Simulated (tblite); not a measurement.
Parent: `[CH3:1][Si@@H:2]([Cl:3])[CH2:4][C:5]#[N:6]` with C1–Si2–C4–C5 59°, C3H6ClNSi.

Structures optimised with GFN2-xTB, isolated species. One conformer each, not checked by frequencies here.

```
coordinate of the parent    value
                  C1–Si2  1.895 Å
                 Si2–Cl3  2.027 Å
                  Si2–C4  1.925 Å
                   C4–C5  1.429 Å
                   C5≡N6  1.144 Å
              C1–Si2–Cl3   110.2°
               C1–Si2–C4   109.0°
              Cl3–Si2–C4   106.4°
               Si2–C4–C5   111.1°
                C4–C5–N6   178.7°
```

Question: How does the shared frame change in `[N:1]#[C:2][CH2:3][Si@H:4]([Cl:5])[CH2:6][C:7]([Cl:8])([Cl:9])[Cl:10]` with C2–C3–Si4–Cl5 175°, C3–Si4–C6–C7 -157°, C4H5Cl4NSi? Atoms pair as C1 = C6, Si2 = Si4, Cl3 = Cl5, C4 = C3, C5 = C2, N6 = N1 (parent first).

Answer: 
| parent | relative | value in the relative | change |
| --- | --- | --- | --- |
| C1–Si2 | C6–Si4 | 1.921 Å | +0.026 |
| Si2–Cl3 | Si4–Cl5 | 2.012 Å | -0.015 |
| Si2–C4 | Si4–C3 | 1.923 Å | -0.002 |
| C4–C5 | C3–C2 | 1.431 Å | +0.002 |
| C5≡N6 | C2≡N1 | 1.143 Å | -0.001 |
| C1–Si2–Cl3 | C6–Si4–Cl5 | 110.0° | -0.2 |
| C1–Si2–C4 | C6–Si4–C3 | 105.1° | -3.9 |
| Cl3–Si2–C4 | Cl5–Si4–C3 | 106.9° | +0.5 |
| Si2–C4–C5 | Si4–C3–C2 | 111.8° | +0.7 |
| C4–C5–N6 | C3–C2–N1 | 178.7° | 0.0 |

Of the parent's bonds, C1–Si2 changes most (+0.026 Å). Bonds of the relative outside the shared frame: C6–C7 1.504, C7–Cl8 1.787, C7–Cl9 1.779, C7–Cl10 1.778 Å. Point group C1 → C1.

The numbers are calculated, not measured.
